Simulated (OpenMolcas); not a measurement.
## Mn, Tc, Re: d⁵ s² down the group

| Item | Value |
| --- | --- |
| Program | OpenMolcas 26.06 |
| Method | SS-CASPT2, IPEA 0.25 Eh, imaginary shift 0.1 Eh |
| Basis | ANO-R3 |
| Scalar Hamiltonian | X2C, finite nucleus |
| Spin-orbit coupling | state interaction with AMFI integrals over the reference wave functions, term energies averaged over their components |

Active space for each ion: 5 electrons in 5 orbitals (d); closed shells correlated by CASPT2: Mn 3s 3p 4s; Tc 4s 4p 5s; Re 5s 5p 6s.

Computed levels in cm-1 above ⁶S_5/2:

```csv
Level,Mn,Tc,Re
⁴G_7/2,25570,18690,16490
⁴G_11/2,25580,18730,17390
⁴G_9/2,25580,18780,17820
⁴P_1/2,28210,20930,18630
⁴D_7/2,30750,21520,20200
⁴D_1/2,30800,22210,22750
⁴D_3/2,30840,22640,16560
²I_11/2,37410,27780,25480
²I_13/2,37450,28110,27600
weight of ⁶S in the lowest level (%),100,99,90
```

Mixed levels, with the weight of the term that names them: Tc ⁴P_1/2 (61 %), Tc ⁴D_1/2 (61 %), Tc ⁴D_3/2 (53 %), Re ⁴G_7/2 (66 %), Re ⁴P_1/2 (58 %), Re ⁴D_7/2 (71 %), Re ⁴D_1/2 (61 %), Re ⁴D_3/2 (50 %).

Measured, with the error of the calculation in %. Measured levels: Re from NIST Handbook of Basic Atomic Spectroscopic Data.

```csv
Level,Re
⁴G_7/2,15058 (+9.5)
⁴G_11/2,16307 (+6.6)
⁴G_9/2,16619 (+7.2)
```

Without spin-orbit coupling ⁴G lies 25570, 18710, 17040 cm-1 above ⁶S in that order; the difference to the level ⁴G_7/2, of either sign, comes from spin-orbit coupling, which also lowers the zero.

Term energies are means over components that CASPT2 splits; among the terms shown or strongly mixed into the levels shown the widest spread is 180 cm-1 (5d⁵ 6s² ⁴G, Re). Some high roots are left out of the spin-orbit mixing, which shifts the levels that they would mix with. With the s shell closed, the reference lacks s² → p², s² → d² and s → d mixing, so excited terms can stand far too high and out of order, with CASPT2 too. Measured partners are found by configuration, term and J. A level has none where our copy of the source lacks it or the pairing is in doubt (some pairs that miss far off the trend of their configuration count as doubtful), and it then counts in no deviation. Only configurations of the active space appear.
